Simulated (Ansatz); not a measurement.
`[OH][Ga]([OH])[SH]` + `CNC` → `C[N](C)[Ga]([OH])[SH]` + H₂O  (ligand exchange at a Ga–O bond)

Program: Ansatz. Geometries: PBE0-D4/def2-TZVP. ΔE: electronic, gas phase. CCSD(T)/CBS is the MP2 limit (def2-TZVPP, def2-QZVPP) plus CCSD(T) − MP2 in def2-TZVPP, frozen cores. This one scheme is used for every species. Functionals use def2-TZVPP. B3LYP here is the variant with VWN-RPA as its local correlation; programs differ in this. For Ga outer-core shells are correlated without core-valence functions, which leaves a few kJ/mol of doubt a bond. Scalar relativity is left out up to krypton. Each species was taken in one conformer, which may not be the lowest.

```
             level  ΔE (kJ/mol)  difference from CCSD(T)/CBS
            PBE-D4         21.3                          6.3
           PBE0-D4         20.7                          5.7
          B3LYP-D4         21.5                          6.5
           ωB97X-V         25.8                         10.8
           ωB97M-V         24.3                          9.3
            B2PLYP         28.7                         13.7
               PBE         29.6                         14.6
            r2SCAN         28.1                         13.1
              PBE0         28.2                         13.2
             B3LYP         34.7                         19.7
SCS-MP2/def2-TZVPP         21.6                          6.6
   CCSD/def2-TZVPP         21.7                          6.7
CCSD(T)/def2-TZVPP         18.9                          3.9
     HF/def2-QZVPP         41.4                         26.4
SCS-MP2/def2-QZVPP         19.8                          4.8
    CCSD/CBS(def2)         17.8                          2.8
       CCSD(T)/CBS         15.0                            0
```

Largest T1 diagnostic among the species: 0.014.

In def2-TZVPP, CCSD(T) changes the Hartree–Fock value by −22.5 kJ/mol (the triples alone add −2.8 kJ/mol) and MP2 by −25.5 kJ/mol. The D4 term adds −13.2 kJ/mol with B3LYP and −7.6 kJ/mol with PBE0; it sums over pairs of atoms, weighted by their polarisabilities, and B3LYP, whose exchange is more repulsive, gets the larger term.
